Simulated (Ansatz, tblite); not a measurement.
Isomers of Si8H8⁺ (doublet), found by a short tight-binding search and relaxed with PBE-D4/def2-SVP in Ansatz.

The xTB rows come from tblite.

Other spin states weren't relaxed.

A:

```xyz
16

Si    1.0468   -1.4119   -0.8171
Si   -1.3410   -0.7477    1.4036
Si   -0.7605    1.4731    1.5495
Si   -1.3369    0.2234   -2.3310
Si    1.1088    1.7439    0.2371
Si    1.0913   -0.4209    1.3930
Si    0.9108    0.7071   -1.8965
Si   -1.3298   -1.5714   -0.8298
H    -2.1704   -2.7970   -1.0375
H    -0.4950    1.8820    2.9802
H     1.8289    1.2701   -2.9415
H     1.9071   -0.6440    2.6296
H     2.0114    2.8647    0.6698
H    -2.4487    1.2159   -2.5465
H     2.0401   -2.5083   -1.0728
H    -2.0628   -1.2789    2.6098
```

B:

Cartesian coordinates in Å:
```
Si -0.227 0.196 1.937
Si -0.184 1.627 -1.062
Si -0.100 -2.004 1.042
Si -1.013 -2.218 -1.073
Si -0.064 -0.445 -2.228
Si 1.523 -1.394 -0.668
Si -1.782 1.496 0.694
Si 1.505 0.789 0.403
H 0.060 -3.273 1.827
H -1.861 2.851 1.343
H 2.593 -2.361 -1.087
H -0.065 2.822 -1.966
H 0.061 -0.638 -3.711
H -0.154 0.232 3.437
H 2.844 1.396 0.712
H -3.137 0.923 0.401
```

Estimate which lies lowest at each level, and how far above it the others are (kcal/mol).


```csv
level,A,B
GFN1-xTB,6.7,0.0
GFN2-xTB,13.5,0.0
PBE-D4/def2-TZVP,4.7,0.0
r2SCAN-D4/def2-TZVP,4.3,0.0
PBE0-D4/def2-TZVP,4.6,0.0
```
Point groups (tolerance 0.1 Å): A Cs, B not assigned. Lower isomers may exist.
